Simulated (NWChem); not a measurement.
System: 1,1,1-trifluoroethane (C2H3F3); SMILES CC(F)(F)F

Parts of the log:

```
             Northwest Computational Chemistry Package (NWChem) 7.3.0
             --------------------------------------------------------

 C3V symmetry detected

                             Geometry "geometry" -> ""
                             -------------------------

 Output coordinates in angstroms (scale by  1.889725989 to convert to a.u.)

  No.       Tag          Charge          X              Y              Z
 ---- ---------------- ---------- -------------- -------------- --------------
    1 C                    6.0000    -0.00000000     0.00000000    -1.46777050
    2 C                    6.0000     0.00000000     0.00000000     0.03105550
    3 F                    9.0000     0.87958519     0.87958519     0.52304750
    4 F                    9.0000     0.32195053    -1.20153572     0.52304750
    5 F                    9.0000    -1.20153572     0.32195053     0.52304750
    6 H                    1.0000    -0.26771878     0.99914008    -1.83399750
    7 H                    1.0000    -0.73142130    -0.73142130    -1.83399750
    8 H                    1.0000     0.99914008    -0.26771878    -1.83399750

 Effective nuclear repulsion energy (a.u.)     202.2788722426

      Symmetry information
      --------------------

 Group name             C3v
 Group number             17
 Group order               6
 No. of unique centers     4

                                 NWChem DFT Module
                                 -----------------

 Summary of "ao basis" -> "ao basis" (spherical)
 ------------------------------------------------------------------------------
       Tag                 Description            Shells   Functions and Types
 ---------------- ------------------------------  ------  ---------------------
 C                         def2-tzvpd               13       37   6s3p3d1f
 F                         def2-tzvpd               14       40   6s4p3d1f
 H                         def2-tzvpd                5        9   3s2p

      Symmetry analysis of basis
      --------------------------

        a1         62
        a2         17
        e         142

  Rotation of axis

            General Information
            -------------------
          SCF calculation type: DFT
          Wavefunction type:  closed shell.
          No. of atoms     :     8
          No. of electrons :    42
           Alpha electrons :    21
            Beta electrons :    21
          Charge           :     0
          Spin multiplicity:     1
          Use of symmetry is: on ; symmetry adaption is: on
          Maximum number of iterations: 150
          AO basis - number of functions:   221
                     number of shells:    83
          Convergence on energy requested:  1.00D-06
          Convergence on density requested:  1.00D-05
          Convergence on gradient requested:  5.00D-04

              XC Information
              --------------
                        Slater Exchange Functional  1.000 local
                      VWN V Correlation Functional  1.000 local

             Grid Information
             ----------------
          Grid used for XC integration:  medium
          Radial quadrature: Mura-Knowles
          Angular quadrature: Lebedev.
          Tag              B.-S. Rad. Rad. Pts. Rad. Cut. Ang. Pts.
          ---              ---------- --------- --------- ---------
          C                   0.70       49          11.0       434
          F                   0.50       49          11.0       434
          H                   0.35       45          11.0       434
          Grid pruning is: on
          Number of quadrature shells:   192
          Spatial weights used:  Erf1

      Superposition of Atomic Density Guess
      -------------------------------------

 Sum of atomic energies:        -375.09686821

      Non-variational initial energy
      ------------------------------

 Total energy =    -376.993421
 1-e energy   =    -922.414641
 2-e energy   =     343.142348
 HOMO         =      -0.450857
 LUMO         =       0.050233

      Symmetry analysis of molecular orbitals - initial
      -------------------------------------------------

  Numbering of irreducible representations:

     1 a1          2 a2          3 e

  Orbital symmetries:

     1 a1          2 e           3 e           4 a1          5 a1
     6 a1          7 e           8 e           9 a1         10 a1
    11 e          12 e          13 a1         14 e          15 e
    16 e          17 e          18 a2         19 e          20 e
    21 a1         22 a1         23 a1         24 e          25 e
    26 e          27 e          28 a1         29 e          30 e
    31 a1

------------------------------------------------------------
EAF file 0: "./job.aoints.0" size=446169088 bytes
------------------------------------------------------------
               write      read    awrite     aread      wait
               -----      ----    ------     -----      ----
     calls:      851         0         0         0         0
   data(b): 4.46e+08  0.00e+00  0.00e+00  0.00e+00
   time(s): 0.00e+00  0.00e+00  0.00e+00  0.00e+00  0.00e+00
rate(mb/s): 0.00e+00  0.00e+00
------------------------------------------------------------

     ---------------------------------------------
      Total Density - Mulliken Population Analysis
     ---------------------------------------------

[...]
```

Level: LDA (Slater exchange, VWN5)/def2-TZVPD. All runs use the structure optimised with PBE0/def2-SVP.

Q: Which NWChem input produces such a log?

A: Several could match; the one computed here: the input that was run:
```
start job
memory heap 200 mb stack 900 mb global 1100 mb
geometry units angstroms noautoz
  C      0.000000     0.000000    -1.471583
  C      0.000000     0.000000     0.027243
  F     -0.878538    -0.880631     0.519235
  F     -0.323380     1.201152     0.519235
  F      1.201918    -0.320520     0.519235
  H      0.269672    -0.998615    -1.837810
  H      0.729990     0.732850    -1.837810
  H     -0.999662     0.265765    -1.837810
end
basis spherical
  * library def2-tzvpd
end
dft
  xc slater vwn_5
  iterations 150
  semidirect filesize 400000000
  mulliken
end
task dft energy
```
